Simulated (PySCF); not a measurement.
Compound: C4H4FOS2 (charge +1).
SMILES: `CO[C+]1SC=C(F)S1`

The closed-shell SCF was solved with PySCF and density fitting under several settings on one GFN2-xTB geometry (grid level 2 and gas phase unless stated).

```csv
settings,basis functions,SCF cycles,E (Eh),HOMO (eV),LUMO (eV)
PBE0/pcSseg-1,170,15,-1125.2650,-12.44,-7.22
PBE0/def2-SVPD,212,14,-1124.8751,-12.40,-7.20
"PBE0/def2-SVP, fitting basis def2-qzvpp-jkfit, damping 0.3 at the start, DIIS from the seventh cycle",140,16,-1124.8442,-12.44,-7.17
"PBE0/6-311+G(2d,p)",256,15,-1125.4655,-12.27,-7.11
"BP86/6-31G*, grid level 1, start guess atom",128,13,-1126.0101,-11.10,-7.78
PBE0/6-31G*,128,15,-1125.2987,-12.21,-6.99
BP86/STO-3G,52,15,-1112.9725,-8.75,-5.30
PBE0/aug-cc-pVDZ,228,15,-1125.3931,-12.27,-7.08
```

**Question.** Estimate the rows for these settings: (1) mPW1PW91/6-311G**, IEF-PCM tetrahydrofuran, grid level 1, start guess sap; (2) HSE06/ANO-RCC-VDZP, grid level 3.

**Answer.** 
| settings | basis functions | SCF cycles | E (Eh) | HOMO (eV) | LUMO (eV) |
| --- | --- | --- | --- | --- | --- |
| mPW1PW91/6-311G**, IEF-PCM tetrahydrofuran, grid level 1, start guess sap | 184 | 15 | -1126.0983 | -8.59 | -3.31 |
| HSE06/ANO-RCC-VDZP, grid level 3 | 140 | 15 | -1124.9916 | -11.91 | -7.50 |

**Question.** Over all rows, what range does the HOMO–LUMO gap span?

**Answer.** From 3.32 eV (BP86/6-31G*, grid level 1, start guess atom) to 5.28 eV (mPW1PW91/6-311G**, IEF-PCM tetrahydrofuran, grid level 1, start guess sap). The functional of the narrowest has no exact exchange, that of the widest 25 % exact exchange.

**Question.** Compare two rows with the functional PBE0: PBE0/def2-SVP, fitting basis def2-qzvpp-jkfit, damping 0.3 at the start, DIIS from the seventh cycle and PBE0/def2-SVPD. Which energy is lower, and by how much?

**Answer.** PBE0/def2-SVPD (212 functions) lies 0.0309 Eh or 19 kcal/mol below PBE0/def2-SVP, fitting basis def2-qzvpp-jkfit, damping 0.3 at the start, DIIS from the seventh cycle (140 functions).

Cycle counts include a coarse-grid stage where the run had one. All basis functions are spherical, in the Pople sets too. ANO-RCC sets were contracted for a scalar-relativistic Hamiltonian, but ran non-relativistically here. Geometry: GFN2-xTB, one conformer.

Conformer computed: `[CH3:1][O:2][c+:3]1[s:4][cH:5][c:6]([F:7])[s:8]1`: C1–O2–C3–S4 0°.
